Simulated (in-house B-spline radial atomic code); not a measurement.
Configurations of neutral phosphorus, with energies counted from [Ne] 3s2 3p3. Level of theory: scalar-relativistic (X2C) CAM-B3LYP, spin-polarised, spherical fractional occupations, exact exchange averaged over the configuration, Fermi nucleus of rms radius 3.1889 fm; calculated with an all-electron radial atomic-structure program (B-spline basis). Shells without spins written out take the highest spin.

Occupations are held fixed; configurations that lie above the ionisation limit could autoionise.

| configuration | E - E(ref) (eV) | highest orbital | its <r> (bohr) |
| --- | --- | --- | --- |
| [Ne] 3s1 3p4 | 8.3009 | 3p down | 2.481 |
| [Ne] 3s2 3p2 4d1 | 9.2107 | 4d up | 14.94 |
| [Ne] 3s1 3p3 4p1 | 14.128 | 4p up | 7.981 |
| [He] 2s2 2p5 3s2 3p3 4d1 | 137.4 | 4d up | 13.7 |
| [He] 2s2 2p5 3s2 3p3 4f1 | 137.77 | 4f up | 17.47 |

Problem. Order these further configurations by energy, lowest first.
A. [Ne] 3s2 3p2 3d1
B. [He] 2s2 2p5 3s2 3p3 4p1
C. [Ne] 3s1 3p3 4d1
D. [He] 2s2 2p5 3s2 3p3 4s1
E. [Ne] 3s2 3p2 4f1

Solution. A (8.4116 eV), E (9.4946 eV), C (15.29 eV), D (134.95 eV), B (136.18 eV).

Problem. How far above the reference does [He] 2s2 2p5 3s2 3p3 3d1 lie?

Solution. 136.48 eV; its least bound orbital is 3d up with <r> = 5.841 bohr.
